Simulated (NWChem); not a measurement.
BeHCl; SMILES [BeH][Cl]

Program: NWChem. The geometry was optimised at PBE-D3(BJ)/def2-SVP. Isotropic polarisability at PBE0/Sadlej pVTZ. A Cauchy series cut after its second term is a line in ω².

```
row      ω² (10⁻³ Ha²)  α (bohr³)
-------  -------------  ---------
static            0.00      31.27
1065 nm           1.83   withheld
589 nm            5.98      32.46
400 nm           12.97      34.04
```

### Question
Fit a straight line of the last column on the one before it, predict the withheld value, and compare with the run.

### Answer

1. Means of the 3 shown rows: x = 6.317, y = 32.590. Slope Σ(x − x̄)(y − ȳ)/Σ(x − x̄)² = 18.03/84.28 = 0.2139; intercept 31.239.
2. The shown rows scatter about the line by 0.041 (root mean square); the largest residual is -0.06, at 589 nm.
3. At x = 1.83 (1065 nm; inside the shown range) the line gives 31.63.
4. The run gives 31.62, -0.01 from the line, 0.2 times the scatter. The intercept estimates α(0), and the slope, 214 bohr³/Ha², the next Cauchy moment.
